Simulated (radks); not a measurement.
The numbers below are computed, except where a source is named.
Ti3+, 19 electrons, occupied as [Ar] 4d1 (not the ground configuration). Level of theory: scalar-relativistic Kohn-Sham, BLYP, spin-unpolarised, spherical densities, point nucleus (a radial shooting solver on a logarithmic mesh with Libxc functionals).

Normalised radial functions P(r) = r R(r), r in bohr:

r,1s,3p
0.007726,1.3515,0.0072
0.01014,1.6763,0.0119
0.01331,2.0451,0.0197
0.01747,2.4417,0.0322
0.02275,2.8228,0.0512
0.02986,3.1612,0.0812
0.0392,3.3746,0.1259
0.05145,3.3845,0.1893
0.06753,3.1295,0.2733
0.08794,2.6222,0.3710
0.1154,1.9103,0.4734
0.1515,1.1664,0.5463
0.1989,0.5665,0.5406
0.261,0.2044,0.4022
0.3399,0.0526,0.1131
0.4461,0.0080,-0.3112
0.5856,0.0006,-0.7473
0.7686,0.0000,-1.0295
1.009,0.0000,-1.0320
1.324,0.0000,-0.7811
1.724,0.0000,-0.4498
2.263,0.0000,-0.1822
2.971,0.0000,-0.0481
3.9,0.0000,-0.0074
5.119,0.0000,-0.0006
6.665,0.0000,0.0000
8.748,0.0000,0.0000
11.48,0.0000,0.0000

1s: eigenvalue -4915.7 eV, 0 radial nodes, <r> = 0.0696 bohr, 90 % of the charge inside 0.124 bohr. 3p: eigenvalue -80.405 eV, 1 radial node at r = 0.368 bohr, <r> = 1.03 bohr, 90 % of the charge inside 1.57 bohr.
